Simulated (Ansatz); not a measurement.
A structure relaxed at PBE0-D4/def2-TZVP in Ansatz, charge 1, doublet:

```xyz
4

K     0.342    2.426   -2.288
K     1.191   -3.079   -0.581
K    -1.531    0.658    2.884
Bi   -0.001   -0.005   -0.015
```

Q: Give its formula.

A: the cluster K3Bi⁺ (the lowest doublet isomer of a short search).

Q: Summarise the bond lengths by kind (pairs closer than 1.2 times the sum of covalent radii, bridged metal pairs left out).

A: 3 × Bi–K 3.34 to 3.35 Å.

In the def2 sets Bi takes a core potential; there is no spin–orbit coupling. The relaxation made no stability test and no search for a lower SCF solution. The structure comes from a short search, and lower isomers may exist.
